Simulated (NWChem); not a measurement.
The numbers come from NWChem runs, not from measurements. System: DMF (C3H7NO), charge 0, spin multiplicity 1, at a geometry optimised with B3LYP/def2-SVP. Level: MP2/def2-TZVP, 5 core orbitals frozen.

NWChem printed:

```
             Northwest Computational Chemistry Package (NWChem) 7.3.0
             --------------------------------------------------------

                                NWChem Input Module
                                -------------------

 Scaling coordinates for geometry "geometry" by  1.889725989
 (inverse scale =  0.529177249)

 Turning off AUTOSYM since
 SYMMETRY directive was detected!

                             Geometry "geometry" -> ""
                             -------------------------

 Output coordinates in angstroms (scale by  1.889725989 to convert to a.u.)

  No.       Tag          Charge          X              Y              Z
 ---- ---------------- ---------- -------------- -------------- --------------
    1 C                    6.0000    -1.74519500     0.23755200     0.00000000
    2 N                    7.0000    -0.30146800     0.17571700     0.00000000
    3 C                    6.0000     0.43560500     1.42371300     0.00000000
    4 C                    6.0000     0.36963600    -1.01591900     0.00000000
    5 O                    8.0000     1.57519900    -1.15106000     0.00000000
    6 H                    1.0000    -2.16158400    -0.78069600     0.00000000
    7 H                    1.0000    -2.12699300     0.76615600     0.89251300
    8 H                    1.0000    -2.12699300     0.76615600    -0.89251300
    9 H                    1.0000     1.50735100     1.18753700     0.00000000
   10 H                    1.0000     0.19549500     2.02603900    -0.89427600
   11 H                    1.0000     0.19549500     2.02603900     0.89427600
   12 H                    1.0000    -0.33436000    -1.88483800     0.00000000

 Effective nuclear repulsion energy (a.u.)     181.2276492900

            Nuclear Dipole moment (a.u.)
            ----------------------------
        X                 Y               Z
 ---------------- ---------------- ----------------
     0.0000056692     0.0000151178     0.0000000000

      Symmetry information
      --------------------

 Group name             Cs
 Group number              2
 Group order               2
 No. of unique centers    10

      Symmetry unique atoms

     1    2    3    4    5    6    7    9   10   12


 Summary of "ao basis" -> "" (spherical)
 ------------------------------------------------------------------------------
       Tag                 Description            Shells   Functions and Types
 ---------------- ------------------------------  ------  ---------------------
 *                         def2-tzvp                  on all atoms

 Summary of "ao basis" -> "ao basis" (spherical)
 ------------------------------------------------------------------------------
       Tag                 Description            Shells   Functions and Types
 ---------------- ------------------------------  ------  ---------------------
 C                         def2-tzvp                11       31   5s3p2d1f
 N                         def2-tzvp                11       31   5s3p2d1f
 O                         def2-tzvp                11       31   5s3p2d1f
 H                         def2-tzvp                 4        6   3s1p

                                 NWChem SCF Module
                                 -----------------

  ao basis        = "ao basis"
  functions       =   197
  atoms           =    12
  closed shells   =    20
  open shells     =     0
  charge          =   0.00
  wavefunction    = RHF
  use symmetry    = T
  symmetry adapt  = T

 Summary of "ao basis" -> "ao basis" (spherical)
 ------------------------------------------------------------------------------
       Tag                 Description            Shells   Functions and Types
 ---------------- ------------------------------  ------  ---------------------
 C                         def2-tzvp                11       31   5s3p2d1f
 N                         def2-tzvp                11       31   5s3p2d1f
 O                         def2-tzvp                11       31   5s3p2d1f
 H                         def2-tzvp                 4        6   3s1p

      Symmetry analysis of basis
      --------------------------

        a'        132
        a"         65
[...]
   158     -1.394965   6 H  s               182     -1.360796  10 H  s
   188     -1.360796  11 H  s                98     -0.717962   4 C  s
   176     -0.688146   9 H  s               106     -0.609591   4 C  py

 Vector   22  Occ=0.000000D+00  E= 1.650823D-01  Symmetry=a"
              MO Center=  1.0D-01, -6.1D-01,  1.8D-12, r^2= 4.7D+00
   Bfn.  Coefficient  Atom+Function         Bfn.  Coefficient  Atom+Function
  ----- ------------  ---------------      ----- ------------  ---------------
   107      0.950797   4 C  pz              182     -0.737747  10 H  s
   188      0.737747  11 H  s                45     -0.484941   2 N  pz
   138     -0.481409   5 O  pz               76     -0.467618   3 C  pz
   101      0.245893   4 C  pz              164      0.230354   7 H  s
   170     -0.230354   8 H  s               104      0.223404   4 C  pz

 Vector   23  Occ=0.000000D+00  E= 1.685006D-01  Symmetry=a'
              MO Center= -9.7D-01,  1.1D-01,  1.3D-13, r^2= 9.9D+00
   Bfn.  Coefficient  Atom+Function         Bfn.  Coefficient  Atom+Function
  ----- ------------  ---------------      ----- ------------  ---------------
    67      4.406920   3 C  s                 5     -3.979747   1 C  s
   158      1.928777   6 H  s               182     -1.840233  10 H  s
   188     -1.840233  11 H  s                98     -1.606793   4 C  s
   194      1.369429  12 H  s                36      1.106919   2 N  s
   176     -0.900452   9 H  s                43     -0.797046   2 N  px

 center of mass
 --------------
 x =   0.12428749 y =  -0.10522689 z =   0.00000000

 moments of inertia (a.u.)
 ------------------
         275.238143857452         106.634972678680           0.000000000000
         106.634972678680         359.371534516326           0.000000000000
           0.000000000000           0.000000000000         611.629163350783

  Mulliken analysis of the total density
  --------------------------------------

    Atom       Charge   Shell Charges
 -----------   ------   -------------------------------------------------------
    1 C    6     6.21   0.85  1.12  0.48  0.66  0.11  1.23  1.33  0.32  0.03  0.08  0.01
    2 N    7     7.19   0.82  1.16  0.48  0.86  0.10  1.53  1.81  0.35  0.01  0.07  0.01
    3 C    6     6.24   0.85  1.12  0.48  0.67  0.11  1.23  1.34  0.33  0.03  0.07  0.01
    4 C    6     5.66   0.86  1.12  0.52  0.51  0.09  1.15  0.98  0.17  0.06  0.19  0.02
    5 O    8     8.51   0.79  1.18  0.58  0.94  0.36  1.84  1.96  0.82  0.00  0.03  0.00
    6 H    1     0.89   0.26  0.50  0.10  0.02
    7 H    1     0.88   0.27  0.49  0.11  0.02
    8 H    1     0.88   0.27  0.49  0.11  0.02
    9 H    1     0.82   0.26  0.46  0.08  0.02
   10 H    1     0.89   0.27  0.50  0.11  0.02
   11 H    1     0.89   0.27  0.50  0.11  0.02
   12 H    1     0.92   0.26  0.50  0.13  0.02

       Multipole analysis of the density wrt the origin
       ------------------------------------------------

     L   x y z        total         open         nuclear
     -   - - -        -----         ----         -------
     0   0 0 0     -0.000000      0.000000     40.000000

     1   1 0 0     -1.514313      0.000000      0.000006
     1   0 1 0      0.660791      0.000000      0.000015
     1   0 0 1      0.000000      0.000000      0.000000

     2   2 0 0    -26.053884      0.000000    203.192518
     2   1 1 0      3.640813      0.000000    -50.904722
     2   1 0 1      0.000000      0.000000      0.000000
     2   0 2 0    -22.722634      0.000000    158.785723
     2   0 1 1      0.000000      0.000000      0.000000
     2   0 0 2    -23.257412      0.000000     11.401044

                   NWChem MP2 Semi-direct Energy/Gradient Module
                   ---------------------------------------------

  Basis functions       =    197
  Molecular orbitals    =    197
  Frozen core           =      5
  Frozen virtuals       =      0
  Active alpha occupied =     15
  Active beta occupied  =     15
  Active alpha virtual  =    177
  Active beta virtual   =    177
  Use MO symmetry       = T
  Use skeleton AO sym   = T

  AO/Fock/Back tols     =   1.0D-09  1.0D-09  1.0D-09

 GA uses MA = F    GA memory limited = T

 Available:
  local mem=  1.26D+08
 global mem=  1.44D+08
 local disk=  0.00D+00
  mp2_memr nvloc                   177
  nvloc new                   177
   1 passes of  15:        5242880                     211867                 170622455.
   1 passes of  15: M    126150027           G      144101582           F     120907147.
  mp2_memr nvloc                   177
  nvloc new                   177
   2 passes of   8:        5242880                     149942                  91029591.
   2 passes of   8: M    126150027           G      144101582           F     120907147.

 Semi-direct pass number   1 of   2  for RHF alpha+beta  at       45.3s
  vrange nnbf                 18894
  mp2_eaftype                   347  avail_ma_in_mb                  1099
 EAF : mp2_eaftype filesize         347   45514795.
  mp2_eaf for mointskh                    347
Node 0 wrote    214.0 Mb in      0.0 s     Agg I/O rate:  6959.0 Mb/s
 Done moints_semi at       56.4s
  mp2_eaftype                   347  avail_ma_in_mb                   752
 EAF : mp2_eaftype filesize         347   45514795.
  mp2_eaf for kh                   347
 Done maket at       56.8s
 Semi-direct pass number   2 of   2  for RHF alpha+beta  at       56.8s
  vrange nnbf                 18894
  mp2_eaftype                   347  avail_ma_in_mb                   752
 EAF : mp2_eaftype filesize         347   45514795.
  mp2_eaf for mointskh                    347
Node 0 wrote    187.3 Mb in      0.0 s     Agg I/O rate:  6355.5 Mb/s
 Done moints_semi at       68.0s
  mp2_eaftype                   347  avail_ma_in_mb                   752
 EAF : mp2_eaftype filesize         347   45514795.
  mp2_eaf for kh                   347
 Done maket at       68.4s
 Done multipass loop at       68.4s

          -------------------------------------------
          SCF energy                -247.087048166789
          Correlation energy          -0.932036042484
          Singlet pairs               -0.591770965501
          Triplet pairs               -0.340265076983
          Total MP2 energy          -248.019084209273
          -------------------------------------------

          ---------------------------------------------------
                    Spin Component Scaled (SCS) MP2
          Same spin pairs                     -0.226843384655
          Same spin scaling factor             0.333333333333
          Opposite spin pairs                 -0.705192657828
          Opposite spin scaling fact.          1.200000000000
          SCS-MP2 correlation energy          -0.921845650946
          Total SCS-MP2 energy              -248.008893817735
          ---------------------------------------------------

 -----------------------
 Performance information
 -----------------------

 Timer overhead =  1.20D-07 seconds/call

               Nr. of calls         CPU time (s)                 Wall time (s)                GFlops
             ---------------    -------------------     ------------------------------   -------------------
Name         Min   Avg   Max    Min     Avg     Max     Min     Avg     Max   Mx/calls   Min     Max     Sum
mp2: moin     2     2     2    22.     22.     22.      22.     22.     22.     11.      0.0     0.0     0.0
mp2: make     2     2     2   0.73    0.73    0.73     0.73    0.73    0.73    0.36      0.0     0.0     0.0
mp2: tota     1     1     1    23.     23.     23.      23.     23.     23.     23.      0.0     0.0     0.0

 The average no. of pstat calls per process was 5.00D+00
 with a timing overhead of 6.02D-07s

 Task  times  cpu:       68.3s     wall:       68.3s

 Total times  cpu:       68.4s     wall:       68.4s
```

Write an NWChem input that would produce this output.

Several could match; the one computed here: 
```
start mol
memory heap 200 mb stack 900 mb global 1100 mb
geometry units angstroms nocenter noautoz
  C     -1.745195     0.237552     0.000000
  N     -0.301468     0.175717     0.000000
  C      0.435605     1.423713     0.000000
  C      0.369636    -1.015919     0.000000
  O      1.575199    -1.151060     0.000000
  H     -2.161584    -0.780696     0.000000
  H     -2.126993     0.766156     0.892513
  H     -2.126993     0.766156    -0.892513
  H      1.507351     1.187537     0.000000
  H      0.195495     2.026039    -0.894276
  H      0.195495     2.026039     0.894276
  H     -0.334360    -1.884838     0.000000
  symmetry group Cs
end
basis spherical
  * library def2-tzvp
end
scf
  rhf
  nopen 0
  maxiter 100
  thresh 1e-7
  semidirect memsize 60000000 filesize 0
end
mp2
  freeze core 5
end
task mp2 energy
```
